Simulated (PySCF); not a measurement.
# Excitation energy of N⁺ by level of theory

N⁺ [He] 2s2 2p2 (3P) → N⁺ [He] 2s2 2p1 3s1 (3P), as a difference of total energies. Computed with PySCF 2.14 in x2c-TZVPPall with one added diffuse shell each of s, p, d type (6s4p3d1f, 40 functions), with scalar relativity by spin-free X2C-1e. Correlated levels: valence and next inner shell: nothing frozen. The calculations carry no spin-orbit coupling.

```tsv
method	excitation energy (cm⁻¹)
UHF	147950
MP2 (valence and next inner shell)	149420
SCS-MP2 (valence and next inner shell)	148590
CCSD (valence and next inner shell)	148630
CCSD(T) (valence and next inner shell)	148340
```

Errors of the correlated levels include the incompleteness of this basis.

For comparison: 148920 cm⁻¹ (measured; NIST levels, between the centres of gravity of the two terms).
